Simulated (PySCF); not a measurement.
**Working out the ionisation energy of B(2+)**

B(2+) [He] 2s1 (2S) → B(3+) 1s2 (1S). Computed with PySCF 2.14 in aug-cc-pCVTZ-DK with one added diffuse shell each of s, p, d, f type (8s7p5d3f, 75 functions), with the spin-free X2C one-electron Hamiltonian (Gaussian nucleus). Frozen: nothing. Energies in hartree (1 hartree = 27.21139 eV):

```csv
part,B(2+) (lower),B(3+) (upper)
UHF,-23.381984,-21.991865
MP2 opposite-spin,-0.040320,-0.038558
MP2 same-spin,-0.000978,0.000000
```

Problem. What does Hartree-Fock give?

Solution. (-21.991865) − (-23.381984) = 1.390119 hartree = 37.827 eV.

Problem. What do MP2 and SCS-MP2 (6/5 opposite-spin, 1/3 same-spin) give?

Solution. The opposite-spin parts differ by 0.048 eV and the same-spin parts by 0.027 eV. MP2: 37.827 + (0.048) + (0.027) = 37.902 eV. SCS-MP2: 37.827 + 1.2 × (0.048) + (0.027)/3 = 37.894 eV.

Measured between the centres of the two terms (NIST): 37.931 eV, so MP2 (valence and next inner shell) is off by -0.029 eV.

What remains against the reference includes basis incompleteness and correlation beyond second order.
